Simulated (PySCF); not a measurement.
2-methyl-1,3,2-dioxaborolane (C3H7BO2), SMILES C1COB(O1)C.

Coordinates come from a PBE0-D3(BJ)/def2-SVP optimisation. Other conformers were not sampled.

Level of theory: TDDFT-PBE/def2-SVPD in PySCF.

Vertical excitations. Isolated molecule, no solvent.

```
state  energy (eV)  λ (nm)      f         main pairs
-----  -----------  ------  -----  -----------------
S1            6.13     202  0.000    HOMO→LUMO 100 %
S2            6.88     180  0.000   HOMO→LUMO+2 96 %
S3            7.07     175  0.036   HOMO→LUMO+1 88 %
S4            7.47     166  0.011   HOMO→LUMO+3 99 %
S5            7.71     161  0.020  HOMO−1→LUMO 100 %
S6            7.73     160  0.000   HOMO→LUMO+4 89 %
S7            7.79     159  0.020   HOMO−2→LUMO 86 %
S8            7.81     159  0.016   HOMO−3→LUMO 95 %
S9            7.86     158  0.008   HOMO→LUMO+5 73 %
S10           8.10     153  0.009   HOMO−4→LUMO 99 %
T1            6.03     206      0    HOMO→LUMO 100 %
T2            6.40     194      0   HOMO→LUMO+1 99 %
T3            6.77     183      0   HOMO→LUMO+2 99 %
T4            7.36     169      0   HOMO→LUMO+3 96 %
```
Triplets are in the Tamm–Dancoff approximation, which puts them higher than full response would, so one can lie above its singlet here.
